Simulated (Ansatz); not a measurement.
A set of 12 reactions (hydrogen abstraction), with CCSD(T)/CBS values in kJ/mol:

```tsv
reaction	ΔE
`CN(C)[SiH2]O` + H• → `CN(C)[SiH]O`• + H₂	-43.4
`[CH3][SnH]([F])[SH]` + `[OH]`• → `[CH3][Sn]([F])[SH]`• + H₂O	-203.0
`C[Se][SiH3]` + H• → `C[Se][SiH2]`• + H₂	-66.5
`[F][SnH2][F]` + `[CH3]`• → `[F][SnH][F]`• + CH₄	-139.0
`[CH3][SnH]([F])[SH]` + F• → `[CH3][Sn]([F])[SH]`• + H–F	-269.4
`CN(C)[SiH2]O` + `[SiH3]`• → `CN(C)[SiH]O`• + SiH₄	10.3
`F[SiH2][SeH]` + H• → `F[SiH][SeH]`• + H₂	-45.9
CH₃NH₂ + `[OH]`• → `[CH2]N`• + H₂O	-108.0
`[Cl][GeH3]` + H• → `[Cl][GeH2]`• + H₂	-81.5
`[F][SnH2][F]` + F• → `[F][SnH][F]`• + H–F	-262.7
CH₃NH₂ + `[SiH3]`• → `C[NH]`• + SiH₄	47.2
`C[SiH2]Cl` + `[OH]`• → `[CH2][SiH2]Cl`• + H₂O	-71.9
```

Isolated molecules relaxed with PBE0-D4/def2-TZVP in Ansatz; ΔE leaves out vibrations. CBS: MP2 limit from def2 TZ/QZ plus the TZ coupled-cluster correction, frozen cores. This one scheme is used for every species, atoms too. DFT in def2-TZVPP. B3LYP here is the variant with VWN-RPA as its local correlation; programs differ in this. No spin–orbit coupling; open shells (•) take unrestricted orbitals. Spin–orbit coupling would lower the free atoms: a little for F. Elements past krypton have def2 core potentials. Bonds to Ge, Se, Sn are less sure, by a few kJ/mol each and by 10 to 20 or more in all where they break to atoms, as the def2 sets lack core-valence functions. Scalar relativity is left out up to krypton. Each species was taken in one conformer, which may not be the lowest.

Problem. Give the mean, mean absolute and largest difference (level minus CCSD(T)/CBS, kJ/mol) for: r2SCAN-D4, PBE0-D4, B3LYP-D4, ωB97X-V, ωB97M-V, PBE, r2SCAN, B3LYP, HF/def2-TZVPP, SCS-MP2/def2-TZVPP, CCSD/def2-TZVPP, MP2/def2-QZVPP, HF/CBS(def2), MP2/CBS(def2). (Best estimate.)

Solution. The calculation gave: 
```csv
level,mean,mean absolute,largest
r2SCAN-D4,-8.3,8.8,-16.2
PBE0-D4,-1.2,3.3,-11.9
B3LYP-D4,-9.0,10.8,-17.8
ωB97X-V,5.4,8.7,15.3
ωB97M-V,0.6,5.0,-11.8
PBE,-15.7,16.3,-33.7
r2SCAN,-8.5,9.0,-16.4
B3LYP,-9.8,11.1,-19.1
HF/def2-TZVPP,43.4,50.5,113.2
SCS-MP2/def2-TZVPP,5.3,5.5,8.7
CCSD/def2-TZVPP,7.5,8.8,21.6
MP2/def2-QZVPP,-2.4,13.7,-23.4
HF/CBS(def2),42.4,49.5,111.3
MP2/CBS(def2),-4.1,15.7,-28.7
```

The largest T1 diagnostic in the set is 0.018, for `[F][SnH][F]`• (customary mark 0.045).

CCSD(T)/CBS is a level of theory with its own doubt, and the functionals carry their triple-zeta basis error, so these figures describe this set and don't rank the functionals.
